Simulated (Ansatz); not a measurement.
# CH6SSi2 (SMILES C[SiH]1[SiH2]S1): name the method

CH6SSi2 has 10 atoms, charge 0, and is taken as a singlet. SMILES: `C[SiH]1[SiH2]S1`. The shape is that of a PBE0-D4/def2-TZVP optimisation.

```csv
atom,x (Å),y (Å),z (Å)
C,-1.3389,0.7796,-0.7686
Si,-0.4202,-0.4923,0.2350
Si,1.7401,-0.3163,0.8224
S,1.1146,-1.6009,-0.7917
H,-0.6410,1.4006,-1.3320
H,-1.9332,1.4220,-0.1138
H,-2.0151,0.2891,-1.4731
H,-1.3363,-1.3464,1.0316
H,2.3309,-1.0187,1.9869
H,2.5822,0.8320,0.4063
```

Orbital energies are those of the mean-field step.

A calculation with Ansatz 0.2.0 gave:

```
total energy  : -1018.1594 Eh
dipole moment : 2.18 D
HOMO energy   : -7.07 eV
LUMO energy   : 0.04 eV
HOMO–LUMO gap : 7.11 eV
largest force : 0.382 eV/Å
```

Problem. Which of these levels gave the numbers?
A. B3LYP/6-31G* (spherical functions)
B. CCSDT(Q)/ANO-RCC-MB (sfX2C)
C. PBE0/def2-SVP
D. HF/def2-SVP

Solution. C. The others give -1018.9212 Eh (B3LYP/6-31G* (spherical functions)), -1016.4508 Eh (HF/def2-SVP), -1019.0193 Eh (CCSDT(Q)/ANO-RCC-MB (sfX2C)).
